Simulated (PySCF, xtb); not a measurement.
InCl2, SMILES [Cl][In][Cl], multiplicity 2.

Harmonic wavenumbers (cm⁻¹) from GFN2-xTB in xtb at its own minimum, in rising order: 64, 231, 246.

What does r2SCAN-D4/def2-TZVP (PySCF) give at its own minimum? (The exact figures need the calculation; the answer reports its results.)

84, 319, 346. Paired by order, the mean absolute difference is 69 cm⁻¹ and the zero-point energies are 0.8 and 1.1 kcal/mol.
